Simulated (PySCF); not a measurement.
Gas-phase reaction: 2 Sn(OH)2 = Sn2O2 + 2 H2 + O2

Energies from PySCF, thermal terms from the rigid-rotor harmonic-oscillator model, ideal gas at 1 bar. † marks an energy on the PBE0/def2-TZVP geometry and frequencies. CCSD(T) freezes the core. Open shells (unrestricted): O2 (multiplicity 3); the rest are closed-shell singlets. B3LYP is the form with VWN-RPA correlation. Sn: scalar-relativistic def2 core potential, no spin-orbit coupling. Sn(OH)2, Sn2O2: computed as isolated molecules; such fragments, hydroxides, amides, oligomers or adducts are transient or little studied in the gas. CCSD(T) isn't extrapolated to the basis-set limit; its ΔH°(298 K) is 442.4 kJ in def2-SVP and 502.2 kJ in def2-TZVPP. The harmonic model lacks anharmonicity and excited electronic states, which grow with temperature; levels with a mode under 35 cm⁻¹ are left out. Internal rotation in Sn(OH)2 is treated as a harmonic vibration of one conformer, which makes the entropy rough.

```json
[
 {"level": "B3LYP/def2-TZVP†", "ΔE electronic, kJ": "526", "ΔH°(298 K), kJ": "483", "ΔS°(298 K), J/K": "190", "ΔG°(800 K), kJ": "329"},
 {"level": "CCSD(T)/def2-SVP†", "ΔE electronic, kJ": "486", "ΔH°(298 K), kJ": "442", "ΔS°(298 K), J/K": "190", "ΔG°(800 K), kJ": "289"},
 {"level": "PBE0/def2-QZVP†", "ΔE electronic, kJ": "554", "ΔH°(298 K), kJ": "511", "ΔS°(298 K), J/K": "190", "ΔG°(800 K), kJ": "357"},
 {"level": "r2SCAN/def2-TZVP†", "ΔE electronic, kJ": "511", "ΔH°(298 K), kJ": "467", "ΔS°(298 K), J/K": "190", "ΔG°(800 K), kJ": "314"},
 {"level": "LDA/def2-TZVP†", "ΔE electronic, kJ": "588", "ΔH°(298 K), kJ": "544", "ΔS°(298 K), J/K": "190", "ΔG°(800 K), kJ": "391"},
 {"level": "ωB97X-V/def2-TZVP†", "ΔE electronic, kJ": "528", "ΔH°(298 K), kJ": "484", "ΔS°(298 K), J/K": "190", "ΔG°(800 K), kJ": "331"}
]
```
ΔH° is lowest at CCSD(T)/def2-SVP† and highest at LDA/def2-TZVP†. No reference value is set beside these.
